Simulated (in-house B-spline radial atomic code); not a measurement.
Results of a calculation; reference values are marked as such.
# Weak and strong correlation along the adiabatic connection

Two-electron singlets in several external potentials (atomic units), by full CI in B-splines with partial waves to l = 8 (correlation energies up to 0.6 % small). The repulsion is scaled by λ at fixed density; W(λ) is the mean repulsion less the Hartree energy, W(0) = E_x, and the area under W from 0 to 1 is E_xc.

One system gave this curve:

| λ | W (hartree) |
| --- | --- |
| 0 | -1.4486 |
| 0.02 | -1.4506 |
| 0.05 | -1.4535 |
| 0.12 | -1.4601 |
| 0.25 | -1.4721 |
| 0.4 | -1.4853 |
| 0.6 | -1.5019 |
| 0.8 | -1.5174 |
| 1 | -1.532 |
| 1.4 | -1.5588 |
| 2 | -1.5935 |
| 3 | -1.6403 |
| 4.5 | -1.6926 |
| 7 | -1.7515 |
| 10 | -1.7973 |

Which system is it?
A. −Z/r, Z = 3.38, wall at 0.926 bohr
B. ω²r²/2 − Z/r, ω = 1.29, Z = 0.7
C. −Z/r, Z = 19
D. −Z/r, Z = 1.5, wall at 1.4 bohr

D. The exchange energy sets the size: −Z/r, Z = 1.5, wall at 1.4 bohr: E_x = -1.45, E_c = -0.0439; −Z/r, Z = 19: E_x = -11.7, E_c = -0.0459; −Z/r, Z = 3.38, wall at 0.926 bohr: E_x = -2.5, E_c = -0.044; ω²r²/2 − Z/r, ω = 1.29, Z = 0.7: E_x = -0.977, E_c = -0.0409 hartree.
